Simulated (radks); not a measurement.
The selenium ion Se2+, 32 electrons, occupied as [Ar] 3d10 4s1 4p3 (not the ground configuration). All-electron calculation, scalar-relativistic Kohn-Sham, r2SCAN, spin-polarised, spherical densities, finite nucleus; open shells are filled with parallel spins first; meta-GGA in the generalised Kohn-Sham scheme; Fermi nuclear charge, rms radius 4.14 fm. Program: a radial shooting solver on a logarithmic mesh with Libxc functionals.

Normalised radial functions P(r) = r R(r), r in bohr:

r         3d down
0.004868   0.0001
0.007263   0.0002
0.01083    0.0007
0.01616    0.0022
0.02392    0.0066
0.03569    0.0191
0.05324    0.0523
0.07942    0.1330
0.1175     0.2984
0.1753     0.5883
0.2616     0.9584
0.3902     1.2318
0.5775     1.1894
0.8616     0.8242
1.285      0.3813
1.917      0.1037
2.838      0.0137
4.233      0.0006
6.315      0.0000

3d down: eigenvalue -77.513 eV, 0 radial nodes, <r> = 0.622 bohr, 90 % of the charge inside 1.03 bohr.
